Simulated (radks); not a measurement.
Q: Sm30+, configuration [Ar] 3d10 4s2 4p2 (the NIST ground configuration). Method: Dirac Kohn-Sham, PBE, spin-unpolarised, spherical densities, finite nucleus; open shells fill j = l - 1/2 first; Fermi nuclear charge, rms radius 5.0819 fm; computed with a radial shooting solver on a logarithmic mesh with Libxc functionals.

Spin-orbit splittings of the eigenvalues, e(l+1/2) - e(l-1/2), with zeta = 2 splitting/(2l+1) and mean radii in bohr:

shell  occ.  splitting (eV)  zeta (eV)  <r> j=l-1/2  <r> j=l+1/2
2p        6           604.7      403.1      0.08060      0.08719
3p        6           126.4      84.28       0.2404       0.2524
3d       10               ?          ?       0.2234       0.2271
4p        2           38.31      25.54       0.5162       0.5339

Estimate the 3d splitting.

A: 27.89 eV (zeta = 11.16 eV).
